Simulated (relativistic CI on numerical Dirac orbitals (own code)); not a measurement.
# Slater and spin-orbit integrals, Ar

Computed by Dirac-Coulomb-Breit CI, KLI orbitals optimised for each configuration, QED by a radiative potential, valence Slater integrals scaled by 0.85, P86 correlation energy added to each configuration (own radial code, finite nucleus).

Slater integrals F^k, G^k are unscaled and averaged over j, outside the closed core [Ne]; ζ comes from projecting the Hamiltonian with its Breit term on Σ l·s of the shell.

- 3s²3p⁵4s: ζ(3p) = 959.05, G^1(3p,4s) = 2472.3 cm⁻¹; <r>(3p) = 1.573, <r^2>(3p) = 2.938, <r>(4s) = 5.445, <r^2>(4s) = 34.14 (bohr units).
- 3s²3p⁵4p: ζ(3p) = 963.14, F^2(3p,4p) = 4138.5, G^0(3p,4p) = 883.48, G^2(3p,4p) = 983.14, ζ(4p) = 25.736 cm⁻¹; <r>(3p) = 1.565, <r^2>(3p) = 2.901, <r>(4p) = 7.445, <r^2>(4p) = 63.34 (bohr units).
- 3s²3p⁵3d: ζ(3p) = 964.19, F^2(3p,3d) = 3812.8, G^1(3p,3d) = 3081.4, G^3(3p,3d) = 1739.1, ζ(3d) = -2.5693 cm⁻¹; <r>(3p) = 1.568, <r^2>(3p) = 2.913, <r>(3d) = 9.679, <r^2>(3d) = 111 (bohr units).

In this model ζ of a weakly bound d, f or g electron outside closed shells comes out too small, for d by up to a factor of two or three and at times with the wrong sign; that of an outer p electron is too small as well.

Correlation outside the listed configurations is missing or only estimated: errors of thousands of cm⁻¹ between configurations and terms are usual at this charge. Rates and lifetimes follow the computed energies and can be off by large factors. The fine structure of a lone outer electron comes out too small, for d and f at times inverted, and misplaced configurations move strength between like terms. 30 of the 30 excited levels that our extract of the measured tables holds in this range could be paired (the sources list more); they are missed by 669 cm⁻¹ on average and 1210 at most, and levels without a partner can miss by more.

Averages of the first 10 configurations, taken without configuration mixing, which lowers the lowest level and can move excited configurations by several eV; other configurations of the list can lie among them:

```csv
Configuration,Parity,States,Average energy above the lowest level (eV)
3s²3p⁶,even,1,0.0
3s²3p⁵4s,odd,12,11.6
3s²3p⁵4p,even,36,13.0
3s²3p⁵3d,odd,60,14.0
3s²3p⁵5s,odd,12,14.1
3s²3p⁵5p,even,36,14.5
3s²3p⁵4d,odd,60,14.8
3s²3p⁵4f,even,84,15.0
3s²3p⁵5d,odd,60,15.2
3s²3p⁵5f,even,84,15.3
```
